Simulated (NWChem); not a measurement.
# Spin states of hydrogen iodide (HI)

```xyz
2

I      0.0000     0.0000     0.0302
H      0.0000     0.0000    -1.6026
```
Charge 0, spin multiplicity 1.

All runs are NWChem calculations. Structure: optimised with PBE/def2-SVP with def2 effective core potentials on I, a minimum by its harmonic frequencies.

Basis set: def2-TZVP. The gap is E(triplet) − E(singlet) at the geometry of the singlet, so a negative value puts the higher spin lower. Open shells are unrestricted, coupled cluster uses restricted open-shell references, and the singlet is the closed-shell solution. The triplet is the single determinant that the SCF runs reached, with unpaired electrons in orbitals of symmetry a1 and b2 (C2v labels); it need not be the lowest triplet, which in molecules with degenerate π orbitals can need several determinants.

Effective core potentials replace the inner electrons of I; spin-orbit coupling is left out. The correlated methods keep 4 core orbitals frozen. B3LYP has NWChem's definition, with VWN1-RPA local correlation. The stability of the SCF solutions was not checked. Open-shell Hartree-Fock references start from PBE0 orbitals. Coupled-cluster values serve here as a point of comparison, not as the truth.

Task: Order these methods by the vertical singlet-triplet gap they give, lowest first: CR-CCSD(T), PBE, HF, B3LYP, B2PLYP.

Result: HF (103.5 kcal/mol), PBE (112.2 kcal/mol), B3LYP (113.3 kcal/mol), B2PLYP (115.0 kcal/mol), CR-CCSD(T) (116.2 kcal/mol)
